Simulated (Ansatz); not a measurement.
Results of the Gaussian-basis code of Ansatz.

Basis-set series for C6H15ClO3Zr (`CC[O][Zr]([Cl])([O]CC)[O]CC`). Charge 0, multiplicity 1. Zr takes the def2 core potential. The geometry is a stationary point of PBE0-D4/def2-TZVP. It is one conformer, not always the lowest.

```csv
functional,basis,functions,energy (Eh),HOMO (eV),LUMO (eV)
PBE0-D4,def2-SVP,250,-969.70968,-7.86,0.18
PBE0-D4,def2-TZVPP,587,-970.39820,-7.92,-0.01
ωB97M-V,def2-SVP,250,-970.06130,-10.20,1.35
ωB97M-V,def2-TZVPP,587,-970.77013,-10.28,1.03
```

(1) Give the rows for def2-QZVPP. (An estimate is asked.)

Answers

(1) The calculation gave: 
```
functional       basis  functions  energy (Eh)  HOMO (eV)  LUMO (eV)
   PBE0-D4  def2-QZVPP       1114   -970.44057      -7.94      -0.11
   ωB97M-V  def2-QZVPP       1114   -970.81092     -10.29       0.76
```

Positive LUMOs are unbound and depend on the basis.
